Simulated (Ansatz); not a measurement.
`[NH2][Ti]([OH])([F])[F]`. Charge 0, multiplicity 1.

```xyz
8

N     0.0003   -1.3422   -0.4163
Ti    0.3622    0.4308    0.0245
O    -1.0475    1.0256    0.9176
F     1.8541    0.5113    0.9686
F     0.6612    1.3674   -1.4425
H     0.6486   -1.9601   -0.8847
H    -0.8625   -1.8194   -0.1979
H    -1.6163    1.7864    1.0307
```

(1) List the harmonic frequencies (cm⁻¹, unscaled) at PBE0-D4/def2-TZVP in Ansatz. (An estimate is asked.)

(2) Is this a minimum?

(3) Give the ideal-gas thermochemistry at 298.15 K and 1 bar (rigid rotor, harmonic oscillator; point group C1, symmetry number 1).

Answers

(1) Computed: 102, 128, 192, 204, 210, 223, 263, 364, 399, 543, 700, 757, 763, 829, 1520, 3565, 3672, 3951.

(2) Yes, all 18 modes are real.

(3) Zero-point energy 110.0 kJ/mol; H(298) − E = 133.8 kJ/mol; entropy 363.6 J/(mol·K), of which translation 168.4, rotation 111.7, vibration 83.4; G(298) − E = 25.4 kJ/mol.
